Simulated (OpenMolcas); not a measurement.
# Ionisation energies of mercury

```yaml
Program: OpenMolcas
Basis: ANO-RCC-VQZP [9s8p6d4f2g1h]
Scalar_Hamiltonian: DKH2, point nucleus
Spin-orbit_coupling: state interaction with AMFI integrals over the reference wave functions, term energies averaged over their components
```

Active shells in each charge state: the valence s, p shells, with orbitals averaged over the low states. Where CASPT2's correlated closed shells are named, they are those of the first ion.

A. CASSCF
B. SS-CASPT2, IPEA 0.25 Eh, imaginary shift 0.1 Eh (closed shells correlated: 5d)
C. SS-CASPT2, IPEA 0 Eh, imaginary shift 0.1 Eh (closed shells correlated: 5d)
D. SS-CASPT2, IPEA 0.25 Eh, imaginary shift 0.1 Eh (closed shells correlated: none)
E. SS-CASPT2, IPEA 0.25 Eh, imaginary shift 0.1 Eh (closed shells correlated: 4f 5s 5p 5d)

Energies in eV between the lowest computed levels, named as in B; reference values from the NIST Atomic Spectra Database with their kind.

```tsv
From	To	A	B	C	D	E	Spin-orbit share in B	Reference
Hg 6s² ¹S₀	Hg+ 6s ²S_1/2	9.165	10.227	10.227	9.224	10.353	+0.000	10.438 (measured)
Hg+ 6s ²S_1/2	Hg2+ 5d¹⁰ ¹S₀	17.072	18.664	18.759	17.072	18.898	+0.000	18.757 (measured)
```

Error against the reference values, in %:

```json
{"From": "Hg", "Reference": "measured", "A": "-12.2", "B": "-2.0", "C": "-2.0", "D": "-11.6", "E": "-0.8"}
{"From": "Hg+", "Reference": "measured", "A": "-9.0", "B": "-0.5", "C": "0", "D": "-9.0", "E": "+0.8"}
```

Mean absolute error over the 2 measured values: A 1.48 eV, B 0.15 eV, C 0.11 eV, D 1.45 eV, E 0.11 eV.
